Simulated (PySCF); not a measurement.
SMILES CCO[SiH](C)[O] (C3H9O2Si), doublet at its GFN2-xTB optimised geometry (Å):

```
15

C     -3.2962    -0.6190    -2.1466
C     -1.8850    -1.1385    -2.3770
O     -1.1634    -1.2613    -1.1959
Si    -0.9159    -0.1731     0.0000
C      1.0822    -0.1731     0.0000
O     -1.4304     1.2613     0.0000
H     -3.2515     0.3626    -1.6840
H     -3.8278    -0.5530    -3.0916
H     -3.8313    -1.2897    -1.4790
H     -1.3544    -0.4542    -3.0529
H     -1.9083    -2.1313    -2.8440
H     -1.0444    -1.1218     1.1188
H      1.3757     0.2728     0.9350
H      1.3621     0.4430    -0.8390
H      1.4304    -1.1873    -0.1034
```

Calculation: unrestricted PBE0/def2-TZVP (PySCF 2.14.0). Cells within 0.4 Å of a nucleus heavier than hydrogen are left out (blank, or x).

Map of the log10 of the electron density (e/bohr³), floored at −4 on the plane z = 0.0 Å:

```
|00000000000000000000000000000|
|00000011111100000000000000000|
|00001122222211000000000000000|
|00012233443322100000000000000|
|00123445554432210000000000000|
|01234556666543221000000000000|
|01235677887654322111111000000|
|12345689998765432222222100000|
|1234678xxx9865443333333211000|
|1234679xxx9876544445444321000|
|12346789xx9876555566654432100|
|12345689998876666677665432100|
|12345678888777677788776543210|
|22344567789987778888876543210|
|223345667xxx97788xxx876543210|
|222345567xxx97788xxx876543210|
|2223455679xx877788xx876543210|
|22234456778777777889886543210|
|22233456677766667788886543210|
|22233456666665556778876543200|
|22223455666655455677776532100|
|11123345555554444556655432100|
|11112334444443333445544321000|
|00012233444333222333333210000|
|00001122333322211222222100000|
|00000112222211100111110000000|
|00000001111110000000000000000|
|00000000000000000000000000000|
|00000000000000000000000000000|
```
Scale: ten equal steps from -4.00 (start of '0') to -0.163 (end of '9'), in the order '0123456789'; x runs from -3.50 to 3.50, y from -3.50 (bottom) to 3.50 (top).
